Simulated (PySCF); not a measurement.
Vertical excitations of a molecule CH10FNSi3 from TDA-PBE0/def2-SVPD (PySCF 2.14.0), as energy in eV (oscillator strength): 6.20 (0.004), 6.80 (0.000), 7.09 (0.035), 7.28 (0.054), 7.38 (0.003), 7.57 (0.001). Lowest triplet (TDA): 5.87 eV. Geometry: TPSSh-D3(BJ)/def2-SVP. One conformer was computed; it need not be the lowest.

Pick the molecule that these values belong to.
(A) C[Si@@H](F)[Si@H](N)[SiH3]
(B) CN([SiH3])[Si@@H](F)[SiH3]
(C) C[Si@H](F)N([SiH3])[SiH3]
(D) F[SiH2][SiH2]CN[SiH3]

C, C[Si@H](F)N([SiH3])[SiH3]
